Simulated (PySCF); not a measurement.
Sc⁺: ionisation energy

Sc⁺ [Ar] 3d1 4s1 (3D) → Sc²⁺ [Ar] 3d1 (2D), as a difference of total energies. Calculation: PySCF 2.14, in x2c-TZVPPall; the spin-free X2C one-electron Hamiltonian (Gaussian nucleus). Correlated levels: valence: [Ar] frozen. The calculations carry no spin-orbit coupling.

```
           method  ionisation energy (eV)
              UHF                  12.227
    MP2 (valence)                  12.309
SCS-MP2 (valence)                  12.254
   CCSD (valence)                  12.344
```

Errors of the correlated levels include the incompleteness of this basis and the frozen core.

With two correlated electrons CCSD is exact in that space.

Q: Which method comes closest to the reference value, and which is furthest?

A: The reference is 12.800 eV (measured; NIST Atomic Spectra Database, ionization energies). Closest: CCSD (valence) (error -0.456 eV); furthest: UHF (error -0.573 eV).
